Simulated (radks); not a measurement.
Problem. Neutral calcium, 20 electrons, occupied as [Ar] 4s2 (the NIST ground configuration). All-electron calculation, scalar-relativistic Kohn-Sham, HCTH/407, spin-polarised, spherical densities, finite nucleus; Fermi nuclear charge, rms radius 3.4776 fm. Program: a radial shooting solver on a logarithmic mesh with Libxc functionals. Some entries of the table are withheld. Estimate them.

| orbital | occ. | eigenvalue (hartree) | <1/r> (bohr^-1) | <r> (bohr) |
|---|---|---|---|---|
| 1s | 2 | -145.0671 | (1) | 0.07691 |
| 2s | 2 | (2) | 4.053 | 0.3637 |
| 2p | 6 | -12.38753 | 3.956 | (3) |
| 3s | 2 | -1.75753 | 1.209 | 1.153 |
| 3p | 6 | -1.05384 | 1.080 | 1.263 |
| 4s | 2 | -0.13883 | 0.3160 | 4.086 |

Solution. 
(1) 1s <1/r> (bohr^-1): 19.72
(2) 2s eigenvalue (hartree): -15.29598
(3) 2p <r> (bohr): 0.3270
